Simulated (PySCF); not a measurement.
Cd(I)(Me), CH3CdI, SMILES [CH3][Cd][I], PBE0/def2-SVP optimised geometry.

```
6

Cd     0.06    -0.14     0.00
I     -2.55    -0.14    -0.01
C      2.17    -0.14     0.00
H      2.55    -0.42     0.99
H      2.55     0.86    -0.25
H      2.54    -0.86    -0.74
```

Density from PBE0/def2-TZVP, def2 effective core potentials past Kr (PySCF) at that geometry. The core electrons that the potentials of Cd, I replace are not part of the density.

Minimum of the electron density along straight lines between bonded atoms, close to the bond critical point (lines longer than 1.1 times the sum of covalent radii, or with two minima, are not listed):

| bond | length / Å | ρ at the minimum / e bohr⁻³ | ∇²ρ there / e bohr⁻⁵ | position (fraction from the first atom) |
|---|---|---|---|---|
| Cd1–I2 | 2.612 | 0.067 | 0.11 | 0.46 |
| Cd1–C3 | 2.109 | 0.104 | 0.18 | 0.53 |
| C3–H4 | 1.099 | 0.268 | -0.88 | 0.64 |
| C3–H5 | 1.099 | 0.268 | -0.88 | 0.64 |
| C3–H6 | 1.100 | 0.268 | -0.88 | 0.64 |
